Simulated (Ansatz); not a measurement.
Total energies of Si₈BH₁₆, a doped cluster cut from the lattice of silicon (B on a surface site) from Ansatz at B3LYP-D4/def2-TZVP, gas phase (1 Eh = 27.2114 eV = 2625.5 kJ/mol). The reference geometry is relaxed at PBE-D4/def2-SVP.

```xyz
25

B     0.067    0.943   -1.623
Si    1.044    1.712    1.765
Si   -2.618   -0.290    0.444
Si    0.896   -1.865    0.344
Si   -1.921    0.724   -1.577
Si    1.004    2.323   -0.520
Si    1.111   -0.828   -1.808
Si    1.931   -0.462    1.921
Si   -1.387   -2.277    0.722
H     0.572    0.771   -2.776
H    -0.348    1.699    2.344
H     1.885    2.655    2.589
H    -4.092   -0.612    0.438
H    -2.340    0.609    1.621
H     1.662   -3.164    0.188
H    -2.652    2.045   -1.652
H    -2.460   -0.161   -2.677
H     0.322    3.671   -0.576
H     2.451    2.526   -0.906
H     2.569   -0.613   -2.120
H     0.537   -1.737   -2.863
H     3.407   -0.439    1.612
H     1.743   -1.062    3.293
H    -1.838   -3.305   -0.286
H    -1.546   -2.863    2.103
```

| state | geometry | energy (Eh) |
| --- | --- | --- |
| charge 0 doublet | reference | -2350.69395 |
| charge 1 singlet | reference | -2350.39380 |
| charge -1 singlet | reference | -2350.81211 |
| free B atom (doublet) | – | -24.66392 |
| free Si atom (triplet) | – | -289.39205 |
| free H atom (doublet) | – | -0.50215 |

B3LYP takes the VWN-RPA correlation. Single mean-field runs in def2-TZVP are fitted with def2-universal-jkfit.

(1) Work out the vertical ionisation energy to the singlet.

(2) Work out the vertical electron affinity, to the singlet.

(3) Give the fundamental gap IE − EA, the Mulliken electronegativity (IE + EA)/2 and the hardness (IE − EA)/2.

(4) What is the binding energy per atom against free atoms?

(1) E(charge 1 singlet) − E(charge 0 doublet) = -2350.39380 − (-2350.69395) = 0.30015 Eh = 8.17 eV. For comparison, −ε of the highest occupied level of the spin that leaves is 6.62 eV at this level, 1.55 eV less.

(2) E(charge 0 doublet) − E(charge -1 singlet) = -2350.69395 − (-2350.81211) = 0.11816 Eh = 3.22 eV. The basis lacks diffuse functions, which makes affinities too small.

(3) From the values in Eh: IE − EA = 0.30015 − 0.11816 = 0.18199 Eh = 4.95 eV; (IE + EA)/2 = 5.69 eV; (IE − EA)/2 = 2.48 eV.

(4) Atoms: 1 × (-24.66392) + 8 × (-289.39205) + 16 × (-0.50215) = -2347.83472 Eh. Binding: -2347.83472 − (-2350.69395) = 2.85923 Eh = 77.80 eV, or 3.11 eV for each of 25 atoms (no zero-point energy, no counterpoise term).
